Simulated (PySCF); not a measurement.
## Cl⁺ (chlorine, charge +1) across methods

[Ne] 3s1 3p4 3d1, one real determinant (an excited configuration). All numbers are calculated (PySCF 2.14, scalar relativity by spin-free X2C-1e, in dyall-av3z).

| method | E (hartree) | mean ε 3p α (eV) | mean ε 3p β (eV) | mean ε 3d α (eV) | Σ⟨r²⟩ (bohr²) | ⟨S²⟩ |
| --- | --- | --- | --- | --- | --- | --- |
| r2SCAN | -460.1284 | -24.348 | -20.433 | -6.530 | 24.27 | 6.004 |
| M06-L | -460.1204 | -24.185 | -20.257 | -6.269 | 24.28 | 6.004 |
| revPBE | -460.0871 | -23.565 | -20.344 | -6.424 | 24.29 | 6.003 |
| PBE0 | -459.9975 | -25.529 | -21.488 | -7.440 | 24.21 | 6.003 |
| LDA | -458.6259 | -23.648 | -20.372 | -6.331 | 24.50 | 6.002 |
| UHF | -459.52676 | -30.718 | -23.330 | -10.271 | 24.22 | 6.007 |
| PBE | -459.9713 | -23.583 | -20.368 | -6.415 | 24.32 | 6.002 |
| TPSSh | -460.1629 | -24.522 | -20.864 | -6.866 | 24.19 | 6.003 |
| wB97M-V | -460.0935 | -27.697 | -23.930 | -9.214 | 24.52 | 6.002 |

⟨L²⟩ = 8.02 against 12 for a pure F term, so this real determinant mixes terms. The outer electron is Rydberg-like, and this basis confines it to a smaller radius and binds it less than a complete one would.
